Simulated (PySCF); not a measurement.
C5H12S2, SMILES CSCCCSC. Geometry: PBE0-D3(BJ)/def2-SVP. Other conformers were not sampled.

Computed equilibrium geometry at PBE0-D3(BJ)/def2-SVP (PySCF confirms it by a frequency run) as a Z-matrix, and its point group (one conformer of several):
point group C2v.
```
C
H 1 1.1028
H 1 1.1028 2 106.54
C 1 1.5202 2 109.53 3 -118.39
H 4 1.1037 1 110.41 2 178.83
H 4 1.1037 5 107.60 1 -120.55
C 1 1.5202 2 109.53 3 118.39
H 7 1.1037 1 110.41 2 -178.83
H 7 1.1037 8 107.60 1 120.55
S 7 1.8131 8 109.18 9 118.38
C 10 1.8022 7 99.46 8 -58.69
H 11 1.0989 10 107.05 7 180.00
H 11 1.1010 12 108.53 10 -120.55
H 11 1.1010 12 108.53 13 -118.89
S 4 1.8131 5 109.18 6 -118.38
C 15 1.8022 4 99.46 5 58.69
H 16 1.0989 15 107.05 4 180.00
H 16 1.1010 17 108.53 15 120.55
H 16 1.1010 17 108.53 18 118.89
```
Charge 0, spin multiplicity 1.
